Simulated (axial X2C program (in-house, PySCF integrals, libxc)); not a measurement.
# CsP⁺: cheaper levels and CCSD(T), 2c

Computed with an axial X2C code built on PySCF integrals. Two-component (2c) means X2C with spin–orbit coupling and atomic mean-field two-electron Coulomb and Gaunt terms. Basis: Cs dyall-cv3z [15s15p9d4f1g], P dyall-v3z [8s7p2d1f] (cores contracted in-house); Gaussian nuclei, density fitting, unrestricted open shells. Masses: Cs 132.905 u, P 30.974 u.

State: Ω = 3/2 (⟨Sz⟩ = 1.50, ⟨Lz⟩ = 0.00 at HF); fragments Cs+ + P.

```json
{"level": "PBE0", "Re (Å)": "3.859", "ωe (cm⁻¹)": "56.6", "De (eV)": "0.106"}
{"level": "HF", "Re (Å)": "4.189", "ωe (cm⁻¹)": "42.3", "De (eV)": "0.061"}
{"level": "MP2", "Re (Å)": "3.883", "ωe (cm⁻¹)": "59.1", "De (eV)": "0.106"}
{"level": "CCSD", "Re (Å)": "3.934", "ωe (cm⁻¹)": "56.0", "De (eV)": "0.109"}
{"level": "BP86", "Re (Å)": "3.874", "ωe (cm⁻¹)": "55.1", "De (eV)": "0.092"}
```

Correlated methods: 13 electrons correlated (number of frozen shells: Cs 4 s, 3 p, 2 d; P 2 s, 1 p), 267 virtual spin orbitals or spinors in MP2, 90 natural virtuals in coupled cluster.

CCSD(T), same Hamiltonian and basis:

Re = 3.909 Å, ωe = 57.7 cm⁻¹, De = 0.10 eV; T1 = 0.003 (Lee–Taylor normalisation).

Task: Give the differences from CCSD(T) in the columns below.

Result: 

```
level  ΔRe (Å)  Δωe (cm⁻¹)
 PBE0   -0.050        -1.1
   HF    0.280       -15.4
  MP2   -0.026         1.4
 CCSD    0.025        -1.7
 BP86   -0.035        -2.6
```

One determinant describes the state; a PBE0 search over occupations chose it and may have missed a lower one. De is counted from the lowest determinant-based energies of the atoms at the same level, without counterpoise correction. Density functionals use the spin component along the axis (collinear). Coupled cluster ran in a truncated set of natural virtual spinors; the MP2 energy of the rest was added. (T) has no such correction and the atoms are truncated less, which lowers De at CCSD(T) by a hundredth of an eV or more. With several unpaired electrons one determinant need not be a pure state. This is the top spin component of a Σ state; components of lower Ω are not single determinants and can lie lower. The bond is weak, and without diffuse functions and with truncated virtuals even CCSD(T) can be tens of per cent off in De.
